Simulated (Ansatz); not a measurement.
Stepwise reaction of `COB(Br)Br` with water, as a gas-phase model of exchange steps in deposition or etching. ΔE in kJ/mol.

Gas-phase electronic energies from Ansatz, PBE0-D4/def2-TZVP geometries. CBS: MP2 limit from def2 TZ/QZ plus the TZ coupled-cluster correction, frozen cores. This one scheme is used for every species. Functionals use def2-TZVPP. B3LYP here is the variant with VWN-RPA as its local correlation; programs differ in this. For Br outer-core shells are correlated without core-valence functions, which leaves a few kJ/mol of doubt a bond. Scalar relativity is left out up to krypton. One conformer a species, not always the lowest.

```csv
step,reaction,PBE-D4,B3LYP-D4,ωB97M-V,CCSD(T)/CBS
2,`COB(O)Br` + H₂O → `COB(O)O` + HBr,-40.4,-50.2,-49.1,-42.8
```

(1) Give the row of step 1, `COB(Br)Br` + H₂O → `COB(O)Br` + HBr. (Best estimate.)

(2) By hand: ΔE of the 2 steps together at CCSD(T)/CBS.

Answers

(1) The calculation gave: 
```json
{"step": "1", "reaction": "`COB(Br)Br` + H₂O → `COB(O)Br` + HBr", "PBE-D4": "-51.2", "B3LYP-D4": "-59.6", "ωB97M-V": "-60.7", "CCSD(T)/CBS": "-50.1"}
```

(2) (-50.1) + (-42.8) = -92.9 kJ/mol, or -46.5 kJ/mol a step.

In ΔE each step is higher than the one before. All are downhill at CCSD(T)/CBS. PBE-D4 differs from CCSD(T)/CBS by -1.1 to 2.4 kJ/mol a step. Isolated molecules leave out the surface, adducts and barriers. Largest T1 diagnostic: 0.012.
